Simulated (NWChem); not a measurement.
System: ZrH4S3; SMILES [SH][ZrH]([SH])[SH]

Here is an NWChem input.

```
start job
memory heap 200 mb stack 900 mb global 1100 mb
geometry units angstroms
  Zr     0.000000     0.000000    -0.260061
  H      0.000000     0.000000    -2.095405
  S     -0.492486     2.281737     0.400848
  H     -1.651781     1.891810     0.987098
  S     -1.729799    -1.567373     0.400848
  H     -0.812465    -2.376390     0.987098
  S      2.222285    -0.714363     0.400848
  H      2.464247     0.484580     0.987098
end
basis spherical
  Zr library 3-21g
  H library 3-21g
  S library 3-21g
end
dft
  xc hfexch
  iterations 150
end
driver
  maxiter 120
end
task dft optimize
```

Excerpt of the output:

```
             Northwest Computational Chemistry Package (NWChem) 7.3.0
             --------------------------------------------------------

 C3  symmetry detected

                             Geometry "geometry" -> ""
                             -------------------------

 Output coordinates in angstroms (scale by  1.889725989 to convert to a.u.)

  No.       Tag          Charge          X              Y              Z
 ---- ---------------- ---------- -------------- -------------- --------------
    1 Zr                  40.0000    -0.00000000     0.00000000    -0.36554092
    2 H                    1.0000    -0.00000000     0.00000000    -2.20088492
    3 S                   16.0000     1.67247558     1.62840109     0.29536808
    4 H                    1.0000     0.72671783     2.40399868     0.88161808
    5 S                   16.0000    -2.24647450     0.63420580     0.29536808
    6 H                    1.0000    -2.44528284    -0.57264324     0.88161808
    7 S                   16.0000     0.57399892    -2.26260688     0.29536808
    8 H                    1.0000     1.71856502    -1.83135544     0.88161808

 Effective nuclear repulsion energy (a.u.)     593.0555158721

      Symmetry information
      --------------------

 Group name             C3
 Group number              5
 Group order               3
 No. of unique centers     4

                                Z-matrix (autoz)
                                --------

 Units are Angstrom for bonds and degrees for angles

[...]

      ----------------------
      Optimization converged
      ----------------------

  Step       Energy      Delta E   Gmax     Grms     Xrms     Xmax
  ---- ---------------- -------- -------- -------- -------- --------
@   11   -4711.16948659 -8.2D-09  0.00001  0.00001  0.00100  0.00178
                                     ok       ok       ok       ok

                                Z-matrix (autoz)
                                --------

 Units are Angstrom for bonds and degrees for angles

      Type          Name      I     J     K     L     M      Value     Gradient
      ----------- --------  ----- ----- ----- ----- ----- ---------- ----------
    1 Stretch                  1     2                       1.81828   -0.00001
    2 Stretch                  1     3                       2.48580   -0.00000
    3 Stretch                  1     5                       2.48580   -0.00000
    4 Stretch                  1     7                       2.48580   -0.00000
    5 Stretch                  3     4                       1.35180   -0.00001
    6 Stretch                  5     6                       1.35180   -0.00001
    7 Stretch                  7     8                       1.35180   -0.00001
    8 Bend                     1     3     4               107.31927   -0.00000
    9 Bend                     1     5     6               107.31927   -0.00000
   10 Bend                     1     7     8               107.31927   -0.00000
   11 Bend                     2     1     3               105.84279    0.00000
   12 Bend                     2     1     5               105.84279    0.00000
   13 Bend                     2     1     7               105.84279    0.00000
   14 Bend                     3     1     5               112.84301   -0.00000
   15 Bend                     3     1     7               112.84301   -0.00000
   16 Bend                     5     1     7               112.84301   -0.00000
   17 Torsion                  2     1     3     4         120.85455    0.00000
   18 Torsion                  2     1     5     6         120.85455    0.00000
   19 Torsion                  2     1     7     8         120.85455    0.00000
   20 Torsion                  3     1     5     6        -123.83843    0.00001
   21 Torsion                  3     1     7     8           5.54754   -0.00000
   22 Torsion                  4     3     1     5           5.54754   -0.00000
   23 Torsion                  4     3     1     7        -123.83843    0.00001
   24 Torsion                  5     1     7     8        -123.83843    0.00001
   25 Torsion                  6     5     1     7           5.54754   -0.00000

                         Geometry "geometry" -> "geometry"
                         ---------------------------------

 Output coordinates in angstroms (scale by  1.889725989 to convert to a.u.)

[...]
```

Level: Hartree-Fock/3-21G, non-relativistic.
